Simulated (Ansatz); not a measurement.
The cluster Pb₂S⁺, relaxed as a doublet with UKS PBE-D4/def2-TZVP in Ansatz, starting from the GFN1-xTB geometry. Force threshold 0.02 eV/Å.

In the def2 sets Pb takes a core potential; there is no spin–orbit coupling. Another isomer (doublet) lies 0.51 eV lower at PBE0-D4/def2-TZVP; other spin states weren't run for this one.

Start:

| atom | x (Å) | y (Å) | z (Å) |
| --- | --- | --- | --- |
| Pb1 | -2.028 | 1.025 | -0.774 |
| Pb2 | 2.027 | -1.027 | 0.773 |
| S3 | 0.000 | 0.002 | 0.000 |

Q: Estimate the energy that the relaxation releases and the steps that it takes.

A: 1.1 kcal/mol, in 3 steps; 4.2 s on 4 threads of Arm Neoverse V1 on a shared host. No frequencies were taken in this run, so the end may be a saddle point.

Q: Does the start keep its bonding and symmetry?

A: By distances, no bond broke or formed. The bond that changes most is Pb1–S3, from 2.40 to 2.46 Å (atoms count from 1). Point group D∞h at the start, D∞h at the end, both within 0.05 Å.

Q: Predict the relaxed structure.

A: 
```tsv
atom	x (Å)	y (Å)	z (Å)
Pb1	-2.0800	1.0518	-0.7937
Pb2	2.0795	-1.0533	0.7933
S3	0.0005	0.0015	0.0004
```
Bond lengths (bridged metal pairs left out): 2 × Pb–S 2.46 Å.
